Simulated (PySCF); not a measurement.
Species: C₂H₈SSiTe.
Atom-mapped SMILES: `[CH3:1][S:2][SiH2:3][Te:4][CH3:5]` (hydrogens: H6, H7, H8 on C1; H9, H10 on Si3; H11, H12, H13 on C5)

Theory: PBE0-D3(BJ)/def2-SVP geometry optimisation, gas phase, def2 core potentials past Kr (PySCF).

Q: What internal coordinates does the optimisation give?

A: 
| bond | length (Å) |
| --- | --- |
| C1–S2 | 1.820 |
| S2–Si3 | 2.136 |
| Si3–Te4 | 2.507 |
| Te4–C5 | 2.166 |
| C1–H6, C1–H7, C1–H8 | 1.099 |
| Si3–H9, Si3–H10 | 1.494 |
| C5–H11, C5–H12, C5–H13 | 1.097 |

Bonds in one row agree within 0.01 Å and their mean is given. A selection of angles:
| angle | degrees |
| --- | --- |
| S2–C1–H6 | 110.7 |
| S2–C1–H7 | 106.8 |
| H6–C1–H7 | 109.0 |
| C1–S2–Si3 | 100.9 |
| S2–Si3–Te4 | 112.8 |
| S2–Si3–H9 | 103.9 |
| S2–Si3–H10 | 112.8 |
| Te4–Si3–H9 | 112.5 |
| Te4–Si3–H10 | 104.8 |
| H9–Si3–H10 | 110.3 |
| Si3–Te4–C5 | 94.3 |
| Te4–C5–H11 | 106.7 |
| Te4–C5–H12 | 110.0 |
| H11–C5–H12 | 109.9 |
| H12–C5–H13 | 110.8 |

Dihedral angles: C1–S2–Si3–Te4 57° (synclinal); S2–Si3–Te4–C5 -123° (anticlinal). The mirror-image conformer, all signs reversed, is as good.

Si3 (SiH2 silicon) is distorted tetrahedral (angles from 103.9° to 112.8°). Of the pairs four or more bonds apart, Te4···H6 is among the closest relative to their van der Waals radii: 3.26 Å, 100 % of the sum of Bondi's values.

Point group: C1 (no symmetry element, even within 0.4 Å). PBE0-D3(BJ)/def2-SVP frequencies: not computed here. One conformer, not necessarily the lowest.
